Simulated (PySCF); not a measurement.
# Solvent effects on NMR parameters

Molfile (atoms numbered from 1):
```
CH9B2P
     RDKit          3D

 13 12  0  0  0  0  0  0  0  0999 V2000
    1.6485   -0.7919   -1.0563 B   0  0  0  0  0  0  0  0  0  0  0  0
    0.6825   -0.0700    0.4028 P   0  0  0  0  0  0  0  0  0  0  0  0
   -1.0322    0.7874   -0.2106 B   0  0  0  0  0  0  0  0  0  0  0  0
   -1.9969   -0.3307   -0.8527 C   0  0  0  0  0  0  0  0  0  0  0  0
    1.3904   -1.9050   -1.4330 H   0  0  0  0  0  0  0  0  0  0  0  0
    2.4098   -0.0802   -1.6573 H   0  0  0  0  0  0  0  0  0  0  0  0
    1.5278    0.8369    1.0815 H   0  0  0  0  0  0  0  0  0  0  0  0
    0.5141   -1.1017    1.3576 H   0  0  0  0  0  0  0  0  0  0  0  0
   -0.5963    1.6421   -0.9725 H   0  0  0  0  0  0  0  0  0  0  0  0
   -1.3868    1.2640    0.8628 H   0  0  0  0  0  0  0  0  0  0  0  0
   -2.2327   -1.1656   -0.1713 H   0  0  0  0  0  0  0  0  0  0  0  0
   -2.9596    0.1534   -1.0906 H   0  0  0  0  0  0  0  0  0  0  0  0
   -1.6244   -0.7624   -1.7963 H   0  0  0  0  0  0  0  0  0  0  0  0
  1  2  1  0
  2  3  1  0
  3  4  1  0
  1  5  1  0
  1  6  1  0
  2  7  1  0
  2  8  1  0
  3  9  1  0
  3 10  1  0
  4 11  1  0
  4 12  1  0
  4 13  1  0
M  CHG  2   2   1   3  -1
M  END
```

GIAO PBE0/pcSseg-1 in PySCF on one PBE0-D3(BJ)/def2-SVP conformer, non-relativistic, equivalent nuclei averaged. Solvents enter as an IEF-PCM continuum (chloroform with ε = 4.7, acetonitrile with ε = 35.7) around the gas-phase geometry. Shifts are referred to BF3·OEt2, TMS computed in the same medium.

Gas phase, δ in ppm: B1 97.8, B3 -31.1, C4 1.5, H5/H6 9.01, H7/H8 4.46, H9/H10 2.35, H11/H12/H13 0.07. Dipole moment 3.93 D.

Task: How does each δ change in the continuum?

Result: 
| atoms | environment | Δδ, chloroform | Δδ, acetonitrile |
| --- | --- | --- | --- |
| B1 | boron bonded to P, 2 H | +1.1 | +1.5 |
| B3 | boron bonded to C, P, 2 H | -1.5 | -2.0 |
| C4 | methyl carbon bonded to B | -0.8 | -1.1 |
| H5/H6 | hydrogen on a boron bonded to P | +0.02 | +0.02 |
| H7/H8 | hydrogen on a phosphorus bonded to 2 B | +0.26 | +0.38 |
| H9/H10 | hydrogen on a boron bonded to C, P | -0.45 | -0.62 |
| H11/H12/H13 | hydrogen on a methyl carbon bonded to B | -0.10 | -0.13 |

Changes are relative to the gas phase. The dipole moment becomes 4.92 D in chloroform, 5.32 D in acetonitrile.

Task: Which nuclei move most (in ppm), and what does the model miss?

Result: B3 (boron bonded to C, P, 2 H, -2.0 ppm) in acetonitrile. A continuum only polarises the solute; specific hydrogen bonds, the anisotropy of aromatic solvents and changes of geometry or conformer are outside it.
